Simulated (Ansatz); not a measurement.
Redistribution: CH2FI + C3H5F3O → CH3I + C3H4F4O

Gas-phase species: CH2FI (fluoroiodomethane) `FCI`, singlet; C3H5F3O `FCOCC(F)F`, singlet; CH3I (methyl iodide) `CI`, singlet; C3H4F4O `FCOC(F)C(F)F`, singlet. The partners trade F for H; both sit on C, so the bond types are kept.

Shapes, held fixed at every level: PBE0-D4/def2-TZVP. Flexible molecules stand in one conformer, not always the lowest. Programs: Ansatz 0.2.0. The zero-point and thermal change to 298 K, harmonic and unscaled (PBE0-D4/def2-TZVP), is -1.8 kJ/mol.

```json
{"level": "HF/def2-SVP", "kind": "Hartree–Fock", "ΔH(298 K) (kJ/mol)": "-58.4"}
{"level": "r2SCAN-D4/def2-TZVPP", "kind": "meta-GGA", "ΔH(298 K) (kJ/mol)": "-42.9"}
{"level": "wB97X-V/def2-TZVPP", "kind": "range-separated hybrid", "ΔH(298 K) (kJ/mol)": "-44.8"}
{"level": "B2PLYP/def2-TZVPP", "kind": "double hybrid", "ΔH(298 K) (kJ/mol)": "-42.3"}
{"level": "MP2/def2-SVP", "kind": "perturbation theory", "ΔH(298 K) (kJ/mol)": "-54.7"}
{"level": "CCSD(T)/def2-SVP", "kind": "coupled cluster or CI", "ΔH(298 K) (kJ/mol)": "-53.3"}
{"level": "CCSD/def2-SVP", "kind": "coupled cluster or CI", "ΔH(298 K) (kJ/mol)": "-53.6"}
{"level": "MP2/def2-TZVPP", "kind": "perturbation theory", "ΔH(298 K) (kJ/mol)": "-46.2"}
```

MP2/def2-TZVPP gives ΔH(298 K) = -46.2 kJ/mol; the levels span -58.4 to -42.3. The median of the levels is -49.8. No measured value is set beside it here. For atoms past krypton def2 sets carry core potentials with scalar relativity. Outer-core shells of I are correlated, in sets that cover them unevenly.
